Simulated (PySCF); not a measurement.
Isomers of C5H11ClO2Si.

All values: PBE0/pcSseg-1 (PySCF) at GFN2-xTB geometries, gas phase, one conformer each.

Question: Rank by the highest IAO charge on any atom, highest value first.
A. `[CH3:1][O:2][C@@H:3]([CH3:4])[Si@H:5]([Cl:6])[C:7]([CH3:8])=[O:9]` with C1–O2–C3–C4 77°, O2–C3–Si5–Cl6 64°, C3–Si5–C7–C8 81°
B. `[CH3:1][C@H:2]([Cl:3])/[C:4](=[CH:5]\[O:6][SiH3:7])[CH2:8][OH:9]` with C1–C2–C4–C5 -127°, C4–C5–O6–Si7 -179°, C2–C4–C8–O9 161°, C4–C8–O9–H -63°
C. `[CH3:1][O:2][C:3](=[O:4])[CH2:5][C@:6]([CH3:7])([SiH3:8])[Cl:9]` with C1–O2–C3–O4 1°, O2–C3–C5–C6 141°, C3–C5–C6–C7 175°
D. `[CH3:1][CH2:2][C@@H:3]1[CH2:4][O:5][CH2:6][Si@H:7]([Cl:8])[O:9]1` with C1–C2–C3–C4 -176°, C2–C3–C4–O5 178°, C3–C4–O5–C6 75°, C4–O5–C6–Si7 -58°, O5–C6–Si7–Cl8 148°
E. `[CH3:1][O:2][CH2:3][Si:4]1([CH2:5][Cl:6])[CH2:7][O:8][CH2:9]1` with C1–O2–C3–Si4 -179°, O2–C3–Si4–C5 49°, C3–Si4–C5–Cl6 64°

Answer: D (+1.138 e), E (+1.020 e), B (+0.881 e), A (+0.864 e), C (+0.619 e).

Question: Rank by the highest Hirshfeld charge on any atom, highest value first.
A. `[CH3:1][CH2:2][C@@H:3]1[CH2:4][O:5][CH2:6][Si@H:7]([Cl:8])[O:9]1` with C1–C2–C3–C4 -176°, C2–C3–C4–O5 178°, C3–C4–O5–C6 75°, C4–O5–C6–Si7 -58°, O5–C6–Si7–Cl8 148°
B. `[CH3:1][O:2][CH2:3][Si:4]1([CH2:5][Cl:6])[CH2:7][O:8][CH2:9]1` with C1–O2–C3–Si4 -179°, O2–C3–Si4–C5 49°, C3–Si4–C5–Cl6 64°
C. `[CH3:1][O:2][C@@H:3]1[CH2:4][C@:5]1([Cl:6])[CH2:7][O:8][SiH3:9]` with C1–O2–C3–C4 -83°, C4–C5–C7–O8 64°, C5–C7–O8–Si9 56°
D. `[CH3:1][O:2][C:3](=[O:4])[CH2:5][C@:6]([CH3:7])([SiH3:8])[Cl:9]` with C1–O2–C3–O4 1°, O2–C3–C5–C6 141°, C3–C5–C6–C7 175°

Answer: A (+0.402 e), B (+0.390 e), C (+0.352 e), D (+0.264 e).

Question: Rank by HOMO–LUMO gap, highest first.
A. `[CH3:1][O:2][CH2:3][Si:4]1([CH2:5][Cl:6])[CH2:7][O:8][CH2:9]1` with C1–O2–C3–Si4 -179°, O2–C3–Si4–C5 49°, C3–Si4–C5–Cl6 64°
B. `[CH3:1][C@H:2]([Cl:3])/[C:4](=[CH:5]\[O:6][SiH3:7])[CH2:8][OH:9]` with C1–C2–C4–C5 -127°, C4–C5–O6–Si7 -179°, C2–C4–C8–O9 161°, C4–C8–O9–H -63°
C. `[CH3:1][CH2:2][C@@H:3]1[CH2:4][O:5][CH2:6][Si@H:7]([Cl:8])[O:9]1` with C1–C2–C3–C4 -176°, C2–C3–C4–O5 178°, C3–C4–O5–C6 75°, C4–O5–C6–Si7 -58°, O5–C6–Si7–Cl8 148°
D. `[CH3:1][O:2][C@@H:3]([CH3:4])[Si@H:5]([Cl:6])[C:7]([CH3:8])=[O:9]` with C1–O2–C3–C4 77°, O2–C3–Si5–Cl6 64°, C3–Si5–C7–C8 81°
E. `[CH3:1][O:2][C@@H:3]1[CH2:4][C@:5]1([Cl:6])[CH2:7][O:8][SiH3:9]` with C1–O2–C3–C4 -83°, C4–C5–C7–O8 64°, C5–C7–O8–Si9 56°
F. `[CH3:1][O:2][C:3](=[O:4])[CH2:5][C@:6]([CH3:7])([SiH3:8])[Cl:9]` with C1–O2–C3–O4 1°, O2–C3–C5–C6 141°, C3–C5–C6–C7 175°

Answer: E (8.14 eV), F (7.71 eV), C (7.54 eV), A (7.25 eV), B (6.65 eV), D (5.64 eV).

All values together:

```json
{"SMILES": "CO[C@@H](C)[Si@H](Cl)C(C)=O", "μ (D)": "3.11", "HOMO (eV)": "-6.78", "LUMO (eV)": "-1.14", "lowest IAO charge (e)": "-0.480 (C)", "highest IAO charge (e)": "+0.864 (Si)", "lowest Hirshfeld charge (e)": "-0.224 (O)", "highest Hirshfeld charge (e)": "+0.347 (Si)"}
{"SMILES": "COC(=O)C[C@](C)([SiH3])Cl", "μ (D)": "3.07", "HOMO (eV)": "-7.85", "LUMO (eV)": "-0.15", "lowest IAO charge (e)": "-0.460 (O)", "highest IAO charge (e)": "+0.619 (Si)", "lowest Hirshfeld charge (e)": "-0.202 (O)", "highest Hirshfeld charge (e)": "+0.264 (Si)"}
{"SMILES": "CC[C@@H]1COC[Si@H](Cl)O1", "μ (D)": "1.46", "HOMO (eV)": "-7.00", "LUMO (eV)": "0.53", "lowest IAO charge (e)": "-0.659 (O)", "highest IAO charge (e)": "+1.138 (Si)", "lowest Hirshfeld charge (e)": "-0.220 (O)", "highest Hirshfeld charge (e)": "+0.402 (Si)"}
{"SMILES": "C[C@H](Cl)/C(=C\\O[SiH3])CO", "μ (D)": "2.13", "HOMO (eV)": "-6.77", "LUMO (eV)": "-0.12", "lowest IAO charge (e)": "-0.588 (O)", "highest IAO charge (e)": "+0.881 (Si)", "lowest Hirshfeld charge (e)": "-0.221 (O)", "highest Hirshfeld charge (e)": "+0.402 (Si)"}
{"SMILES": "COC[Si]1(CCl)COC1", "μ (D)": "2.53", "HOMO (eV)": "-7.10", "LUMO (eV)": "0.14", "lowest IAO charge (e)": "-0.525 (C)", "highest IAO charge (e)": "+1.020 (Si)", "lowest Hirshfeld charge (e)": "-0.172 (O)", "highest Hirshfeld charge (e)": "+0.390 (Si)"}
{"SMILES": "CO[C@@H]1C[C@]1(Cl)CO[SiH3]", "μ (D)": "2.66", "HOMO (eV)": "-7.59", "LUMO (eV)": "0.56", "lowest IAO charge (e)": "-0.638 (O)", "highest IAO charge (e)": "+0.857 (Si)", "lowest Hirshfeld charge (e)": "-0.225 (O)", "highest Hirshfeld charge (e)": "+0.352 (Si)"}
```

Conformers: `[CH3:1][O:2][C@@H:3]([CH3:4])[Si@H:5]([Cl:6])[C:7]([CH3:8])=[O:9]` with C1–O2–C3–C4 77°, O2–C3–Si5–Cl6 64°, C3–Si5–C7–C8 81°; `[CH3:1][O:2][C:3](=[O:4])[CH2:5][C@:6]([CH3:7])([SiH3:8])[Cl:9]` with C1–O2–C3–O4 1°, O2–C3–C5–C6 141°, C3–C5–C6–C7 175°; `[CH3:1][CH2:2][C@@H:3]1[CH2:4][O:5][CH2:6][Si@H:7]([Cl:8])[O:9]1` with C1–C2–C3–C4 -176°, C2–C3–C4–O5 178°, C3–C4–O5–C6 75°, C4–O5–C6–Si7 -58°, O5–C6–Si7–Cl8 148°; `[CH3:1][C@H:2]([Cl:3])/[C:4](=[CH:5]\[O:6][SiH3:7])[CH2:8][OH:9]` with C1–C2–C4–C5 -127°, C4–C5–O6–Si7 -179°, C2–C4–C8–O9 161°, C4–C8–O9–H -63°; `[CH3:1][O:2][CH2:3][Si:4]1([CH2:5][Cl:6])[CH2:7][O:8][CH2:9]1` with C1–O2–C3–Si4 -179°, O2–C3–Si4–C5 49°, C3–Si4–C5–Cl6 64°; `[CH3:1][O:2][C@@H:3]1[CH2:4][C@:5]1([Cl:6])[CH2:7][O:8][SiH3:9]` with C1–O2–C3–C4 -83°, C4–C5–C7–O8 64°, C5–C7–O8–Si9 56°.
